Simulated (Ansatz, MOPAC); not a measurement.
Molecule: SnBr, charge 0, multiplicity 2. SMILES: [Br][Sn]
Coordinates optimised at B3LYP-D3(BJ)/def2-TZVP (Ansatz, an electronic-structure program):
```
Sn
Br 1 2.5465
```
Charge 0, spin multiplicity 2.

Wanted: vertical ionisation energy to the singlet, in eV. Terms: UHF or UKS for open shells; no spin-orbit coupling; STO-3G and 3-21G all-electron and non-relativistic; def2 sets with scalar-relativistic core potentials past Kr; each state is the SCF solution reached for its charge and spin. Ab initio and DFT rows: single points at B3LYP-D3(BJ) geometries (Ansatz). Semi-empirical rows: differences of heats of formation at the shared geometry for vertical values. The spin state of an ion or metal species was assumed, not searched.

```tsv
species	coefficient	E at B3LYP/STO-3G (Ansatz), Eh	E at PBE/def2-TZVPD (Ansatz), Eh	heat of formation at PM6 (MOPAC), kcal/mol
charge 1, singlet	+1	-8511.13039	-2787.85244	195.34
charge 0, doublet	-1	-8511.28632	-2788.10708	27.18
```

 1 Eh = 27.2114 eV and 1 eV = 23.0605 kcal/mol.

Task: Compute it at each level from the table.

Result: 
- B3LYP/STO-3G: the sum of coefficient times E is 0.15593 Eh, or 4.243 eV. Result: 4.24 eV.
- PBE/def2-TZVPD: the sum of coefficient times E is 0.25464 Eh, or 6.929 eV. Result: 6.93 eV.
- PM6: the sum of coefficient times heat of formation is 168.16 kcal/mol, or 7.29 eV.
